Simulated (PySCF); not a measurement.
A side-by-side comparison of computed properties.

First species: C₇H₁₄OSi.
SMILES: `C=C1CCCC[C@@H]1O[SiH3]`

Second species: C4H15FSi3.
SMILES: `CC[Si@H](C[SiH3])[SiH2]CF`

Levels: PBE0/pcSseg-1 for HOMO energy, LUMO energy and HOMO–LUMO gap. Geometries: GFN2-xTB. Each structure is a single optimised conformer of the isolated species, non-relativistic unless stated; the electronic structure was computed with PySCF and density fitting.

Dipoles, sizes and rotational constants follow the conformer. The torsions of the flexible species, by atom-mapped SMILES:
- `[CH3:1][CH2:2][Si@H:3]([CH2:4][SiH3:5])[SiH2:6][CH2:7][F:8]`: C1–C2–Si3–C4 -62°, C2–Si3–C4–Si5 171°, C2–Si3–Si6–C7 61°, Si3–Si6–C7–F8 49°

The conformers of `C=C1CCCC[C@@H]1O[SiH3]` aren't listed.

```json
{"property": "HOMO energy", "column X": "-7.40 eV", "column Y": "-7.97 eV"}
{"property": "LUMO energy", "column X": "0.21 eV", "column Y": "-0.04 eV"}
{"property": "HOMO–LUMO gap", "column X": "7.61 eV", "column Y": "7.93 eV"}
```

Question: Which column belongs to which species?

Answer: Column X is the first species and column Y the second. The first has 23 atoms and 78 electrons, the second 23 and 90.

Question: How does each property change from the first species to the second?

Answer: HOMO energy -0.57 eV; LUMO energy -0.25 eV; HOMO–LUMO gap +0.32 eV.

